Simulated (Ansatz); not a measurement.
Reaction (adduct formation): `[CH3][In]([CH3])[OH]` + H₂O → `[CH3][In-]([CH3])([OH])[OH2+]`

Gas-phase electronic energies from Ansatz, PBE0-D4/def2-TZVP geometries. CBS: MP2 limit from def2 TZ/QZ plus the TZ coupled-cluster correction, frozen cores. This one scheme is used for every species. Functionals use def2-TZVPP. def2 core potentials past Kr. For In outer-core shells are correlated without core-valence functions, which leaves a few kJ/mol of doubt a bond. One conformer a species, not always the lowest.

`[CH3][In]([CH3])[OH]`:

Cartesian coordinates in Å:
```
C 0.709 0.603 1.777
In -0.250 -0.037 -0.035
C 0.355 -0.512 -2.030
O -2.234 -0.286 0.126
H -0.006 1.124 2.415
H 1.549 1.265 1.564
H 1.087 -0.268 2.317
H -0.534 -0.726 -2.622
H 1.008 -1.386 -2.033
H 0.898 0.321 -2.479
H -2.582 -0.097 1.000
```

H₂O:

Cartesian coordinates in Å:
```
O -0.261 -0.095 0.273
H -0.205 0.726 -0.220
H 0.466 -0.631 -0.053
```

`[CH3][In-]([CH3])([OH])[OH2+]`:

Z-matrix (Å, degrees):
```
C
In 1 2.142
H 1 1.090 2 111.7
H 1 1.091 2 108.7 3 120.4
H 1 1.092 2 110.1 3 -120.8
C 2 2.141 1 138.8 3 17.2
O 2 2.081 1 111.3 3 179.8
O 2 2.399 1 104.6 3 -107.7
H 6 1.091 2 110.9 1 -65.1
H 6 1.091 2 110.9 1 55.1
H 6 1.091 2 108.9 1 174.6
H 7 0.958 2 116.5 1 -17.9
H 8 0.999 2 76.5 1 -107.1
H 8 0.961 2 118.4 1 150.3
```

```tsv
level	ΔE (kJ/mol)
PBE0-D4	-68.6
BHLYP-D4	-67.8
CAM-B3LYP	-64.8
MP2/CBS(def2)	-69.7
```

(1) What does CCSD(T)/CBS give? (An estimate is asked.)

Largest T1 diagnostic among the species: 0.014.

## Answers

(1) Ansatz gave: -68.0 kJ/mol. The listed levels differ from it by -0.6, 0.2, 3.2, -1.7 kJ/mol.

In def2-TZVPP, CCSD(T) changes the Hartree–Fock value by −25.0 kJ/mol (the triples alone add −3.9 kJ/mol) and MP2 by −26.7 kJ/mol. At CCSD(T), def2-SVP lies −24.5 kJ/mol from the extrapolated value and def2-TZVPP −0.0 kJ/mol.

CCSD(T)/CBS has its own doubt, a few kJ/mol and more with outer-core shells, so smaller differences from it don't rank the levels.
